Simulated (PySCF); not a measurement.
**Two-component Hartree-Fock for Bi⁵⁶⁺ (bismuth, charge +56)**

Start: [Ar] 3d9; 3d3/2 filled at m_j = -3/2, -1/2, +1/2, +3/2; 3d5/2 filled at m_j = -3/2, -1/2, +1/2, +3/2, +5/2. Calculated with PySCF 2.14 in an uncontracted even-tempered set (15 s from 16 bohr⁻², ratio 2.8; 13 p from 21 bohr⁻², ratio 2.8; 8 d from 21 bohr⁻², ratio 2.8; 3 f from 77 bohr⁻², ratio 3): generalised Hartree-Fock with the X2C-1e Hamiltonian and a Gaussian nucleus; one run each with spin-orbit coupling (SO) switched off, then screened by Boettger's factors.

```json
{"spinor shell": "1s1/2", "electrons": "2", "ε, spin-free (eV)": "-94458.0", "ε, screened SO (eV)": "-94417.3", "weight of nominal j (screened SO)": "1.000", "rms radius, screened SO (bohr)": "0.0178"}
{"spinor shell": "2s1/2", "electrons": "2", "ε, spin-free (eV)": "-19839.7", "ε, screened SO (eV)": "-19826.8", "weight of nominal j (screened SO)": "1.000", "rms radius, screened SO (bohr)": "0.0716"}
{"spinor shell": "2p1/2", "electrons": "2", "ε, spin-free (eV)": "-17482.7", "ε, screened SO (eV)": "-19178.0", "weight of nominal j (screened SO)": "1.000", "rms radius, screened SO (bohr)": "0.0604"}
{"spinor shell": "2p3/2", "electrons": "4", "ε, spin-free (eV)": "-17482.7", "ε, screened SO (eV)": "-16834.8", "weight of nominal j (screened SO)": "1.000", "rms radius, screened SO (bohr)": "0.0688"}
{"spinor shell": "3s1/2", "electrons": "2", "ε, spin-free (eV)": "-7154.7", "ε, screened SO (eV)": "-7151.0", "weight of nominal j (screened SO)": "1.000", "rms radius, screened SO (bohr)": "0.179"}
{"spinor shell": "3p1/2", "electrons": "2", "ε, spin-free (eV)": "-6460.7", "ε, screened SO (eV)": "-6871.0", "weight of nominal j (screened SO)": "1.000", "rms radius, screened SO (bohr)": "0.171"}
{"spinor shell": "3p3/2", "electrons": "4", "ε, spin-free (eV)": "-6460.7", "ε, screened SO (eV)": "-6300.4", "weight of nominal j (screened SO)": "1.000", "rms radius, screened SO (bohr)": "0.187"}
{"spinor shell": "3d3/2", "electrons": "4", "ε, spin-free (eV)": "-5803.0", "ε, screened SO (eV)": "-5875.0", "weight of nominal j (screened SO)": "0.998", "rms radius, screened SO (bohr)": "0.161"}
{"spinor shell": "3d5/2", "electrons": "5", "ε, spin-free (eV)": "-5803.0", "ε, screened SO (eV)": "-5753.0", "weight of nominal j (screened SO)": "0.999", "rms radius, screened SO (bohr)": "0.165"}
```

| quantity | spin-free | screened SO |
| --- | --- | --- |
| E (hartree) | -18889.29241 | -18930.57575 |
| M_J | 5/2 | 5/2 |
| ⟨J²⟩ | 8.750 | 8.750 |
| ⟨L²⟩ | 6.000 | 6.103 |
| ⟨S²⟩ | 0.750 | 0.853 |

Each row is a mean over spinors that exchange with the open shell spreads, by up to 30.818 eV (3p3/2).

Breit and QED terms are absent; they matter most for the inner s and p1/2 levels.

Densities and radii are taken from the X2C orbitals without a picture-change correction, which distorts them close to the nucleus.

Without spin-orbit coupling the j labels of p, d and f shells carry no meaning; the spin-free column gives the mean over the occupied spinors of each nl shell.
